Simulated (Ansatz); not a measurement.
Reactions of `C[SiH](F)N[SiH2]O`.

Calculated with Ansatz (gas phase, PBE0-D4/def2-TZVP geometries, no zero-point term in ΔE). CCSD(T)/CBS adds triple-zeta CCSD(T) − MP2 to the extrapolated MP2 energy (def2 sets, frozen cores). This one scheme is used for every species. For Ge outer-core shells are correlated without core-valence functions, which leaves a few kJ/mol of doubt a bond. Scalar relativity is left out up to krypton. One conformer a species, not always the lowest.

Order these by ΔE at CCSD(T)/CBS, lowest first. (Best estimate.)
A. `C[SiH](F)N[SiH2]O` + `O[Si](O)(F)Cl` → `O[SiH2]N[SiH](O)F` + `C[Si](O)(F)Cl`
B. `C[SiH](F)N[SiH2]O` + `C1CCC1` → `C[SiH](F)N[SiH3]` + `OC1CCC1`
C. `C[SiH](F)N[SiH2]O` + `O[SiH](O)S[SiH](O)F` → `C[SiH](F)S[SiH](O)O` + `O[SiH2]N[SiH](O)F`
D. `C[SiH](F)N[SiH2]O` + `COC=S` → `O[SiH2]OC=S` + `CN[SiH](C)F`
E. `C[SiH](F)N[SiH2]O` + `[NH2][AlH][SiH3]` → `[NH2][AlH][SiH2]O` + `C[SiH](F)N[SiH3]`
F. `C[SiH](F)N[SiH2]O` + `[OH][GeH2][CH2][SiH3]` → `C[SiH](O)N[SiH2]O` + `[F][GeH2][CH2][SiH3]`
G. `C[SiH](F)N[SiH2]O` + `N#C[SiH3]` → `C[SiH](F)C#N` + `O[SiH2]N[SiH3]`

D (-6.3 kcal/mol), A (-2.6 kcal/mol), C (-0.7 kcal/mol), F (+3.3 kcal/mol), G (+5.8 kcal/mol), E (+10.4 kcal/mol), B (+42.4 kcal/mol).

Largest T1 diagnostic: 0.017, for `COC=S`.
